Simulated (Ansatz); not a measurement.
Computed with Ansatz on PBE0-D4/def2-TZVP structures; ΔE is electronic, products minus reactants. CCSD(T)/CBS adds triple-zeta CCSD(T) − MP2 to the extrapolated MP2 energy (def2 sets, frozen cores). DFT in def2-TZVPP. For Se outer-core shells are correlated without core-valence functions, which leaves a few kJ/mol of doubt a bond. Scalar relativity is left out up to krypton. One conformer a species, not always the lowest.

Reaction (formal exchange of groups at the Se–C bond): `FC#C[SeH]` + `CB(O)C=O` → `CB(O)[SeH]` + `O=CC#CF`

| level | ΔE (kJ/mol) |
| --- | --- |
| ωB97M-V | -88.7 |
| B2PLYP | -93.8 |
| PBE | -99.2 |
| r2SCANh | -103.7 |
| CCSD(T)/def2-SVP | -95.1 |
| HF/def2-TZVPP | -91.6 |
| MP2/def2-QZVPP | -98.2 |
| CCSD/CBS(def2) | -91.7 |

(1) What does CCSD(T)/CBS give? (An estimate is asked.)

Largest T1 diagnostic among the species: 0.015.

Results:

(1) The calculation gave: -93.1 kJ/mol. The listed levels differ from it by 4.4, -0.7, -6.1, -10.6, -2.0, 1.5, -5.1, 1.4 kJ/mol.

Leaving LDA and LC-ωPBE aside and taking each functional with its dispersion term where it has one, the values, not all of them listed here, spread over 16.5 kJ/mol, from r2SCAN-D4 to ωB97M-V. From r2SCAN to r2SCAN0 (25 % exact exchange), in def2-TZVPP and without D4, ΔE moves by +3.1 kJ/mol.
